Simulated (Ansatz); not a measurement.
`[CH3][GeH][CH3]` radical, relaxed with UKS PBE-D4/def2-SVP in Ansatz from a rough embedded geometry. The force threshold is 0.03 eV/Å; the program also tests the step.

The species carries charge 0 and has multiplicity 2.

Start:

```xyz
10

C    -1.158    1.009    0.205
Ge    0.507    0.556   -0.554
C     1.069   -1.117    0.226
H    -1.881    0.272   -0.018
H    -1.548    2.013   -0.231
H    -1.079    1.192    1.327
H     0.370    0.387   -2.095
H     1.253   -0.988    1.296
H     0.377   -1.906    0.049
H     2.090   -1.419   -0.206
```

```csv
step,energy (eV),largest force (eV/Å),largest move (Å)
1,-58684.7543,3.685,0.000
2,-58685.0259,1.014,0.094
3 (rejected),-58684.9243,1.138,0.154
4,-58685.0619,0.050,0.035
5,-58685.0622,0.018,0.011
```

End:

```xyz
10

C    -1.212    1.088    0.216
Ge    0.531    0.559   -0.563
C     1.154   -1.148    0.229
H    -1.961    0.290    0.029
H    -1.575    2.028   -0.244
H    -1.121    1.239    1.309
H     0.381    0.388   -2.116
H     1.273   -1.048    1.325
H     0.408   -1.945    0.024
H     2.124   -1.451   -0.210
```

Hardware: 4 threads of a server CPU on a shared host. Wall time 6 s, peak host memory 0.18 GiB.
